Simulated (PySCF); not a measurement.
# Correlation energy of Kr⁺ (krypton, charge +1)

[Ar] 3d10 4s2 4p5, 2P determinant. All numbers are calculated (PySCF 2.14, no relativity, point nucleus, in pcseg-2 (6s5p3d1f, 43 functions)). Frozen: [Ar] 3d10; 7 electrons correlated.

MP2 pair energies summed by pair of shells (mhartree):

| pair | energy | share (%) |
| --- | --- | --- |
| 4p-4p | -85.24 | 62.4 |
| 4s-4p | -43.72 | 32.0 |
| 4s-4s | -7.62 | 5.6 |

Total MP2 correlation energy: -136.58 mhartree.

Same-spin part -31.17 and opposite-spin part -105.41 mhartree; SCS-MP2 scales them by 1/3 and 6/5 to -136.88 mhartree.

| level | correlation energy (mhartree) |
| --- | --- |
| CCSD | -156.88 |
| (T) | -4.04 |
| CCSD(T) | -160.92 |

Diagnostics: T1 = 0.0056, D1 = 0.0192, largest double amplitude 0.049.

Problem. Is a single reference adequate?

Solution. Yes, within this model without spin-orbit coupling: T1 lies below 0.03 and no double amplitude reaches 0.07.
